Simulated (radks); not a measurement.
Results of a calculation; reference values are marked as such.
Effect of the nuclear size on the potassium ion K2+, [Ne] 3s2 3p5. Code: a radial shooting solver on a logarithmic mesh with Libxc functionals. Model: Dirac Kohn-Sham, BLYP, spin-unpolarised, spherical densities, finite nucleus; open shells fill j = l - 1/2 first; Fermi nuclear charge, rms radius 3.4349 fm. The rms radius is varied about that value; shifts are against it.

rms radius (fm)  total energy shift (eV)  density at nucleus (e/bohr^3)  1s1/2 shift (meV)  2s1/2 shift (meV)  2p1/2 shift (meV)
2.8853                          -0.00696                           5217              -2.93             -0.227              0.036
3.2151                          -0.00292                           5204              -1.23             -0.095              0.015
3.4349                                 0                           5196              0.000              0.000              0.000
3.5654                           0.00183                           5191              0.769              0.060             -0.009
4.2146                            0.0119                           5171               5.01              0.388             -0.061

Slopes of the eigenvalues against <r^2> in GHz/fm^2, as finite differences over the two radii next to the reference (eigenvalue slopes, not the field-shift constants of lines): 1s1/2 204, 2s1/2 15.8.
